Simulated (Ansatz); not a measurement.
`C#[C][GeH2][OH]` + NH₃ → `C#[C][GeH2][NH2]` + H₂O at 500 K and 1 bar (ligand exchange at a Ge–O bond).

Isolated molecules relaxed with PBE0-D4/def2-TZVP in Ansatz; ΔE leaves out vibrations. CCSD(T)/CBS is the MP2 limit (def2-TZVPP, def2-QZVPP) plus CCSD(T) − MP2 in def2-TZVPP, frozen cores. This one scheme is used for every species. For Ge outer-core shells are correlated without core-valence functions, which leaves a few kJ/mol of doubt a bond. Scalar relativity is left out up to krypton. Each species was taken in one conformer, which may not be the lowest.

```json
{"species": "`C#[C][GeH2][OH]`", "CCSD(T)/CBS energy (Eh)": "-2229.74950", "H − E (kJ/mol)": "167.2", "S (J/(mol·K))": "383.7"}
{"species": "NH₃", "CCSD(T)/CBS energy (Eh)": "-56.50880", "H − E (kJ/mol)": "108.2", "S (J/(mol·K))": "211.8"}
{"species": "`C#[C][GeH2][NH2]`", "CCSD(T)/CBS energy (Eh)": "-2209.87304", "H − E (kJ/mol)": "201.8", "S (J/(mol·K))": "385.6"}
{"species": "H₂O", "CCSD(T)/CBS energy (Eh)": "-76.37941", "H − E (kJ/mol)": "73.2", "S (J/(mol·K))": "206.3"}
```

H − E and S are ideal-gas, rigid-rotor, harmonic terms from PBE0-D4/def2-TZVP, for one conformer and one mirror image of each species. 1 Eh = 2625.50 kJ/mol, R = 8.31446 J/(mol·K).

By hand: ΔE, ΔH, ΔS and ΔG.

ΔE = (-2209.87304) + (-76.37941) − (-2229.74950) − (-56.50880) = 0.00585 Eh = 15.4 kJ/mol. Δ(H − E) = 201.8 + 73.2 − 167.2 − 108.2 = -0.4, so ΔH = 15.0 kJ/mol. ΔS = 385.6 + 206.3 − 383.7 − 211.8 = -3.6 J/(mol·K). ΔG = 15.0 − 500 × (-3.6)/1000 = 16.8 kJ/mol.

By hand: the equilibrium constant, and the temperature at which ΔG would vanish if ΔH and ΔS stayed fixed.

log₁₀ K = −ΔG/(RT ln 10) = -1.8. ΔH and −TΔS have one sign here, so there is no such temperature.

The number of gas molecules stays the same, so ΔS is small and ΔH decides. A doubt of 5 kJ/mol in ΔE shifts log₁₀ K by 0.5 here. Other conformers and mirror images would add mixing entropy, several J/(mol·K) or more a flexible species. These are equilibria of isolated gas molecules and say nothing of rates. Largest T1 diagnostic: 0.012 (customary marks: 0.02 for closed shells, 0.045 for open ones).

ΔS is within the doubt of such terms, so its sign, and with it that verdict, could turn.
